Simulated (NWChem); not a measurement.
Molecule: HSeBr; SMILES [SeH]Br

```xyz
3

Se     0.0312    -1.1611     0.0000
H     -1.4383    -1.2857     0.0000
Br     0.0107     1.1647     0.0000
```
Atoms are numbered in this order, from 1.

All runs: NWChem. Structure relaxed at the PBE0/def2-SVP level. Ions are spin-unrestricted doublets at the neutral geometry; other ion states weren't tried.

Q: What does the run give for PBE/def2-SVP? Quantities: vertical ionisation energy, ΔSCF (eV); −ε(HOMO) (eV).

A: 
```json
{
  "vertical ionisation energy, ΔSCF (eV)": "9.06",
  "−ε(HOMO) (eV)": "5.58"
}
```
